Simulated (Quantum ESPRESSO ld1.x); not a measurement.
The numbers below are computed, except where a source is named.
Task: Hg, 80 electrons, occupied as [Hg]. Code: ld1.x of Quantum ESPRESSO 7.5. Model: Dirac Kohn-Sham, PBE, spin-unpolarised, spherical densities, point nucleus.

Spin-orbit splittings of the eigenvalues, e(l+1/2) - e(l-1/2), with zeta = 2 splitting/(2l+1) and mean radii in bohr:

shell  occ.  splitting (eV)  zeta (eV)  <r> j=l-1/2  <r> j=l+1/2
2p        6            1948       1299      0.05692      0.06560
3p        6           431.5      287.7       0.1704       0.1863
3d       10           92.43      36.97       0.1621       0.1670
4p        6           104.2      69.46       0.4011       0.4353
4d       10           19.42      7.768       0.4425       0.4536
4f       14           4.192      1.198       0.4793       0.4860
5p        6           18.27      12.18       0.9722        1.069
5d       10               ?          ?        1.460        1.530

Estimate the 5d splitting.

Result: 1.835 eV (zeta = 0.7339 eV).
